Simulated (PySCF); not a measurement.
A structure optimised at PBE-D3(BJ)/def2-SVP, used in a PySCF frequency run:

```xyz
9

C      0.2230    -1.1558     0.0000
C     -1.0258    -0.5523     0.0000
N     -0.7645     0.8044     0.0000
C      0.5996     0.9594     0.0000
N      1.2220    -0.2079     0.0000
H      0.4477    -2.2300     0.0000
H     -2.0456    -0.9507     0.0000
H     -1.4622     1.5492     0.0000
H      1.0765     1.9486     0.0000
```

Problem. Write its SMILES, formula and point group.

Solution. c1c[nH]cn1, C3H4N2, Cs

Problem. What are its rotational constants (standard atomic weights)?

Solution. 9.6600, 9.2510, 4.7255 GHz
